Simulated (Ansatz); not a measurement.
A further run on OsO2.

```yaml
crystal:
  periodic: [false, false, false]
  atoms:
    - {symbol: Os, position_ang: [-0.021744, 0.309044, 0.451096]}
    - {symbol: O, position_ang: [-1.172078, -0.894051, 0.224079]}
    - {symbol: O, position_ang: [1.193822, 0.585007, -0.675176]}
basis:
  gaussian: {orbitals: def2-TZVP, nuclear_model: gaussian}
hamiltonian: {xc: {name: HSE06}, dispersion: d3bj}
scf: {omitted_lower_state_checks: [starts]}
output: {forces: true}
```

```sh
$ ansatz run in.yaml --threads 4 --pin off --events-out ev --progress --plain --max-ram 3916MiB
```

It prints (some lines left out):

```
Functional definition: HSE06
720 factors; their error is unknown
55 factors; integrals over basis functions are off by at most 9.0e-6 eV
mean field evaluation 1: about -6546.4217 eV, gradient 7.8e1 eV
mean field evaluation 2: about -6389.9523 eV, gradient 2.7e2 eV
mean field evaluation 4: about -6556.3392 eV, gradient 1.4e1 eV
mean field evaluation 8: about -6556.7794 eV, gradient 3.0e-1 eV
mean field evaluation 16: about -6556.8079 eV, gradient 3.3e-4 eV
mean field -6556.80786036 eV, -240.9582445042 hartree, gradient 2.3e-5 eV, S^2 0.000000; 0 other end points of the search recorded, 0 dependent functions left out
reference -6556.80789612 eV, -240.9582458184 hartree; 16, 16 occupied and 86, 86 virtual orbitals, 720 factors
Total energy: -6556.83930032 eV, -240.9593999013 hartree
Atom 0 at    -0.021744     0.309044     0.451096 Å, force     0.033088    -0.470273    -0.686434 eV/Å
Atom 1 at    -1.172078    -0.894051     0.224079 Å, force     0.452264     0.528215     0.165028 eV/Å
Atom 2 at     1.193822     0.585007    -0.675176 Å, force    -0.485352    -0.057942     0.521406 eV/Å
Dipole moment:    -0.023946     0.340340     0.496777 e Å
Checks for a lower state left out: starts
```

Run time 1.9 s (4 threads of AMD EPYC 7R43 on a shared host).

In the def2 sets Os takes a core potential; there is no spin–orbit coupling. HSE06 is defined as in plane-wave codes, on full-range PBE exchange. The restricted singlet is unstable towards broken spin symmetry at other levels; at RKS HSE06-D3(BJ)/def2-TZVP this wasn't settled.
